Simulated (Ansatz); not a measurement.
A nudged elastic band was laid between two geometries of AlFH$_{4}$OSi (8 atoms, charge 0, multiplicity 1).

Computed with RKS PBE0-D4/6-31G* in Ansatz 0.2.0.

* movable images: 9
* climbing image: yes
* spring: 0.1 eV/Å²
* optimiser: quadratic models (default)
* start path: through a guess of the saddle point
* force threshold: 0.03 eV/Å
* iteration limit: 60
* end points: relaxed

Image 0:

```xyz
8
Properties=species:S:1:pos:R:3
Al 0.325 -0.060 0.306
H 0.788 0.105 1.799
F 1.339 0.409 -0.907
O -1.185 -0.706 -0.081
Si -2.572 -1.289 -0.736
H -3.006 -2.510 -0.001
H -3.650 -0.265 -0.641
H -2.380 -1.644 -2.170
```

Image 10:

```xyz
8
Properties=species:S:1:pos:R:3
Al -0.554 0.888 0.845
H 1.984 -0.185 0.483
F 1.235 -0.609 0.111
O -1.692 -0.125 0.041
Si -2.604 -1.216 -0.778
H -2.622 -2.533 -0.077
H -4.015 -0.744 -0.902
H -2.072 -1.436 -2.155
```

(1) Which bonds break or form, and what moves?

(2) Give the energies along the band, and the barrier.

(3) What is the geometry of the highest image?

## Answers

(1) Bonds broken: Al1–H2, Al1–F3. Bonds formed: H2–F3. AlFH4OSi becomes AlH3OSi + FH.

(2) The forces met the threshold. The highest image is number 5 of 0 to 10, 3.17 eV above the first end and 0.68 eV above the last; the last end lies 2.48 eV above the first. Neighbouring images differ by up to 1.6 eV, so the band resolves the path poorly. Another band between the same ends (9 images) ends at a top of the same energy, where a vibrational analysis finds 1 clearly imaginary mode. The orbitals stay closed-shell, which can raise the energy where a bond breaks towards radicals; this wasn't checked here.

```tsv
image	path coordinate (Å)	energy (eV)	Al1–H2 (Å)	Al1–F3 (Å)	H2–F3 (Å)
0	0.00	0.00	1.57	1.65	2.78
1	0.58	0.00	1.57	1.65	2.78
2	1.15	0.00	1.57	1.65	2.78
3	1.76	0.20	1.57	1.64	2.50
4	2.36	1.55	1.59	1.67	1.90
5	2.96	3.17	1.73	1.85	1.24
6	3.39	2.66	2.10	2.17	0.97
7	3.80	2.51	2.55	2.38	0.94
8	4.22	2.49	2.69	2.43	0.94
9	4.65	2.49	2.74	2.44	0.94
10	5.07	2.48	2.78	2.45	0.94
```

(3) 
```xyz
8
Properties=species:S:1:pos:R:3
Al -0.128 0.259 0.626
H 1.533 0.662 0.919
F 1.565 -0.212 0.046
O -1.352 -0.614 -0.161
Si -2.677 -1.342 -0.811
H -2.892 -2.676 -0.184
H -3.893 -0.510 -0.588
H -2.497 -1.528 -2.277
```

Time of the run: 5.4 min on 1 thread of AMD EPYC 9R45 96-Core Processor (Zen 5), with other jobs on the host, peak memory 0.2 GiB.
